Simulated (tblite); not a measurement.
Species: C₆H₁₁ClOSi.
Atom-mapped SMILES: `[CH3:1][CH2:2][C:3](=[O:4])/[C:5]([Cl:6])=[CH:7]/[SiH2:8][CH3:9]` (hydrogens: H10, H11, H12 on C1; H13, H14 on C2; H15 on C7; H16, H17 on Si8; H18, H19, H20 on C9)

Geometry (GFN2-xTB, Å), atoms numbered from 1 in this order:
```
atom  x, y, z in Å
C1    -3.787    0.289   -1.017
C2    -2.702   -0.131   -0.036
C3    -1.332    0.290   -0.500
O4    -1.135    0.912   -1.518
C5    -0.180   -0.112    0.357
Cl6   -0.528   -0.933    1.838
C7     1.086    0.126    0.019
Si8    2.575   -0.395    1.057
C9     4.126    0.152    0.116
H10   -3.826    1.373   -1.093
H11   -3.572   -0.109   -2.005
H12   -4.757   -0.078   -0.691
H13   -2.878    0.308    0.950
H14   -2.697   -1.216    0.095
H15    1.221    0.645   -0.921
H16    2.486    0.260    2.366
H17    2.543   -1.854    1.215
H18    4.159    1.232   -0.006
H19    5.025   -0.145    0.646
H20    4.168   -0.292   -0.875
```

Method: GFN2-xTB as coded in tblite; computed harmonic values from a numerical Hessian at the method's own geometry, unscaled. Against measured fundamentals such values can be off by several per cent, at times by over 20. Modes of hydrogen on silicon can be 10 to 20 % off. One conformer, not necessarily the lowest.

Harmonic wavenumbers (cm⁻¹): 28.1, 52.0, 74.7, 80.9, 108.9, 144.1, 163.6, 167.7, 180.4, 265.3, 290.0, 356.2, 419.3, 461.9, 548.4, 569.7, 589.9, 670.4, 689.4, 754.7, 777.0, 784.2, 798.5, 823.8, 831.9, 845.3, 910.0, 1039.2, 1046.5, 1083.7, 1131.8, 1205.4, 1218.8, 1315.1, 1374.2, 1409.6, 1433.7, 1482.1, 1487.0, 1488.4, 1497.9, 1605.2, 1728.5, 2223.9, 2234.3, 2958.7, 2974.9, 3036.3, 3037.4, 3044.8, 3047.8, 3053.3, 3054.2, 3054.7.

A = 2283, B = 561.8, C = 457.4 MHz; mass 162.027 u (most abundant isotopes); point group C1, symmetry number 1.

Zero-point energy?

Half the sum of the wavenumbers: 32827 cm⁻¹ = 93.86 kcal/mol.

Entropy at 298.15 K, 1 bar (ideal gas, RRHO, classical rotation)?

Translation 41.18, rotation 30.68, vibration 42.08: S = 113.9 cal/(mol K).

And Cp and H(298.15 K) − H(0)?

Cp = 45.60 cal/(mol K), of which vibrations give 37.65 (their classical limit is 54 R = 107.3); H(298.15 K) − H(0) = 8.54 kcal/mol without the zero-point energy, 6.17 from vibrations.

What must be added to the electronic energy to get the Gibbs energy at 298.15 K and 1 bar?

ZPE + [H(298.15 K) − H(0)] − T·S = 93.86 + 8.54 − 33.97 = 68.43 kcal/mol.

Blend soft modes into free rotors: weight 1/[1 + (100 cm⁻¹/ν̃)⁴] for the oscillator and the rest for a rotor with moment μB/(μ + B), μ = h/(8π²ν), B = 10⁻⁴⁴ kg m². What vibrational entropy results?

37.58 cal/(mol K) in place of 42.08, which changes −T·S at 298.15 K by +1.34 kcal/mol.

How do the functions run with temperature in this model?

| T (K) | S (cal/(mol K)) | Cp (cal/(mol K)) | H − H(0) (kcal/mol) | G − H(0) (kcal/mol) | ln q(vib) |
| --- | --- | --- | --- | --- | --- |
| 150 | 88.7 | 29.6 | 2.97 | -10.34 | 5.27 |
| 250 | 106.4 | 40.5 | 6.47 | -20.12 | 9.05 |
| 400 | 128.8 | 55.6 | 13.71 | -37.80 | 14.22 |
| 600 | 154.3 | 70.6 | 26.42 | -66.19 | 20.55 |
| 900 | 186.0 | 85.2 | 49.97 | -117.41 | 29.06 |

q(vib) and H(0) count from the zero-point level.

Which modes carry the vibrational entropy at 298.15 K?

28.1 cm⁻¹: 5.96; 52.0 cm⁻¹: 4.74; 74.7 cm⁻¹: 4.03; 80.9 cm⁻¹: 3.87; 108.9 cm⁻¹: 3.29; 144.1 cm⁻¹: 2.75 cal/(mol K); the other 48 give 17.45 together.

Hindered rotation and anharmonicity are outside this model. Other conformers, if any are populated, would add a mixing term that is left out.
